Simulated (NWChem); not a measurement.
System: C$_{2}$H$_{5}$NOSi; SMILES C[SiH2]OC#N

NWChem input:

```
start job
memory heap 200 mb stack 900 mb global 1100 mb
geometry units angstroms noautoz
  C     -1.191487    -1.632290     0.117592
  Si     0.558702    -1.013703    -0.093876
  O      0.685379     0.602528     0.505208
  C     -0.002688     1.581068     0.020131
  N     -0.613374     2.485286    -0.393393
  H     -1.901850    -1.004461    -0.431685
  H     -1.486456    -1.641188     1.172304
  H     -1.278961    -2.655379    -0.268629
  H      1.545032    -1.730775     0.741249
  H      0.980005    -0.987906    -1.515074
end
basis spherical
  * library def2-svp
end
dft
  xc slater vwn_5
  iterations 150
  mulliken
end
task dft energy
```

Geometry: optimised at B3LYP/6-31G* (spherical d).

Q: What results follow from this input? (LDA (Slater exchange, VWN5)/def2-SVP.) Quantities: energy (Ha); highest occupied level (eV); orbital gap (eV); dipole (D).

A: The energy (Ha) is -495.58, the highest occupied level (eV) comes out as -7.14 and the orbital gap (eV) comes out as 5.93. The dipole (D) is 4.81.
